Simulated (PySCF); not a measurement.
B(Cl)(OH)(OMe) (CH₄BClO₂), SMILES COB(O)Cl.

Geometry optimised at PBE0-D3(BJ)/def2-SVP. Other conformers were not sampled.

Two levels are set side by side: PBE/def2-TZVP (PySCF) and B3LYP/def2-TZVP (PySCF). Same geometry, gas phase. Differences are taken from unrounded values.

```
quantity                     B3LYP    PBE  PBE minus B3LYP
---------------------------  -----  -----  ---------------
orbital gap (eV)              8.89   7.16            -1.73
highest occupied level (eV)  -8.53  -7.26             1.27
lowest empty level (eV)       0.36  -0.10            -0.46
dipole moment (D)             1.87   1.84            -0.03
mean polarisability (bohr³)   45.5   47.1              1.7
```

PBE's occupied levels lie high since its potential decays too fast outside the molecule; exact exchange lowers them and widens the gap. PBE's more diffuse valence density responds more strongly to a field. Differences between two approximate levels are no errors against the true value.

Rough cost on one machine, each run with all the roots and properties that it gave: B3LYP against PBE within a factor of 2.
